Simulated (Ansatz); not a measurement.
MgBr₂⁻. The state is a doublet with charge -1. Geometry PBE-D4/def2-TZVP, that of the neutral singlet; atoms count from 1.

```xyz
3

Mg    0.0000   -0.0082    0.0041
Br    2.3148   -0.1373   -0.2721
Br   -2.3148    0.1455    0.2680
```

The highest occupied level of the charge -1 doublet lies above zero (up to 0.76 eV). By energy differences its removal costs 0.60 eV (vertical, to the charge 0 singlet, at PBE0-D4/def2-TZVPD); a positive level beside a positive removal energy at the same level points to self-interaction error. The structure comes from a short search, and lower isomers may exist.

(1) Estimate the Mulliken populations from the PBE0/def2-TZVPD orbitals of Ansatz.

(2) Where does the spin sit?

## Answers

(1) 
| atom | charge (e) | spin (α − β) |
| --- | --- | --- |
| Mg1 | -1.11 | 1.97 |
| Br2 | 0.05 | -0.49 |
| Br3 | 0.05 | -0.49 |
Mulliken values and Mayer orders depend strongly on the basis. With diffuse functions, as here, like atoms can get unlike values, and bond orders can come out too low or too high.

(2) Summed by element: Mg 1.97, Br -0.97, of 1 unpaired in all. Largest on single atoms: Mg1 1.97, Br3 -0.49, Br2 -0.49.
